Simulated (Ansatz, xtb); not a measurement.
**Relative energy of two isomers of C3H2Br2N2**

Structure a: `Brc1nc[nH]c1Br`, a singlet. Structure b: `Brc1cnc(Br)[nH]1`, a singlet. Both are isolated molecules in the gas phase, relaxed with PBE-D3(BJ)/def2-SVP.

Q: Estimate E(b) − E(a) at the level CCSD(T)/def2-SVP + ΔMP2/def2-TZVPP.

A: CCSD(T)/def2-SVP + ΔMP2/def2-TZVPP gives E(b) − E(a) = +1.91 kJ/mol, slightly favouring structure a, which is too small a margin to settle the true order.

How the difference moves with the method:

| level | geometry | E(b) − E(a) (kJ/mol) | departure from the last row (kJ/mol) | job, with rough time for the two |
| --- | --- | --- | --- | --- |
| GFN2-xTB | GFN2-xTB | −5.09 | −6.99 | optimisation, 0.15 s |
| HF/STO-3G | GFN2-xTB | −0.86 | −2.77 | single point, 1.2 s |
| r2SCAN-D4/def2-SVP | GFN2-xTB | +1.03 | −0.88 | single point, 9.6 s |
| PBE-D3(BJ)/def2-SVP | PBE-D3(BJ)/def2-SVP | +0.99 | −0.91 | optimisation, 34 s |
| HF/def2-SVP | PBE-D3(BJ)/def2-SVP | −0.64 | −2.55 | part of the CCSD(T) run |
| MP2/def2-SVP | PBE-D3(BJ)/def2-SVP | +3.68 | +1.78 | part of the CCSD(T) run |
| CCSD(T)/def2-SVP | PBE-D3(BJ)/def2-SVP | +2.21 | +0.30 | single point |
| CCSD(T)/def2-SVP + ΔMP2/def2-TZVPP | PBE-D3(BJ)/def2-SVP | +1.91 |  | single point, 4 min |

As drawn, both hold the same kinds of bond in the same numbers.

The largest departure from CCSD(T)/def2-SVP + ΔMP2/def2-TZVPP is that of GFN2-xTB, 6.99 kJ/mol. The last row adds to CCSD(T) the change of the MP2 difference between the two basis sets, here −0.30 kJ/mol.

With thermal terms from frequencies at re-optimised GFN2-xTB minima (ideal gas, soft modes damped towards free rotors, one conformer each, 298.15 K, 1 atm): on the last row, ΔE + ΔZPE = +1.58, ΔH = +1.61, ΔG = +1.73 kJ/mol.

The correlated steps freeze 23 core orbitals; the filled d shell of Br is correlated, in a basis made for valence electrons. Programs: Ansatz 0.2.0, xtb 6.7.1; the last row on 2 threads of Arm Neoverse V1 on a shared host.
